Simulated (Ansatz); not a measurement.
Cartesian coordinates (Å):
```xyz
8

O     -2.0401     1.2520    -0.3056
Si    -1.5504    -0.1740    -0.0709
C      0.1792    -0.6562     0.1056
Si     1.4302     0.5106     0.0152
H     -2.4718    -1.3305     0.0373
H      0.4275    -1.6998     0.2706
H      1.1689     1.9385    -0.2056
H      2.8564     0.1593     0.1534
```
Charge 0, multiplicity 1.

All values below come from frozen-core CCSD(T)/cc-pVTZ // B3LYP-D3(BJ)/def2-TZVP run with Ansatz (a first-principles code).

```
Item                           Result
----------------------  -------------
HF energy               -692.94821 Ha
MP2 correlation energy    -0.63214 Ha
```

Question: Estimate the CCSD correlation energy, the (T) correction, the total energy and the T1 diagnostic.

Answer: 
- CCSD correlation energy: -0.65948 Ha
- (T) correction: -0.03134 Ha
- CCSD(T) total energy: -693.63903 Ha
- T1 diagnostic: 0.021
